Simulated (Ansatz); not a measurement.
Basis-set extrapolation for C8H16 (`CCC1CCCCC1`) (PBE0-D4/def2-TZVP geometry, frozen core, the Gaussian-basis code of Ansatz). Multiplicity 1, RHF reference.

```tsv
	def2-TZVPP	def2-QZVPP
HF	-312.387882	-312.402239
MP2 correlation	-1.393395	-1.478917
CCSD(T) correlation	-1.533720	not run
```

Energies in hartree. Use E(X) = E(∞) + A·exp(−7.88·√X) for Hartree–Fock and E(X) = E(∞) + B·X^(−2.97) for correlation, with X = 3 and 4, and add CCSD(T) minus MP2 of the smaller set to the MP2 limit.

What is the CCSD(T) energy at the basis-set limit?

HF limit: -312.402239 + (-0.014357) × 0.13774 = -312.40422. MP2 limit: -1.478917 + (-0.085522) × 0.74074 = -1.54227. Higher-order term: -1.533720 − (-1.393395) = -0.14033. Total: -314.08682 hartree, 4.50 eV below CCSD(T)/def2-TZVPP.
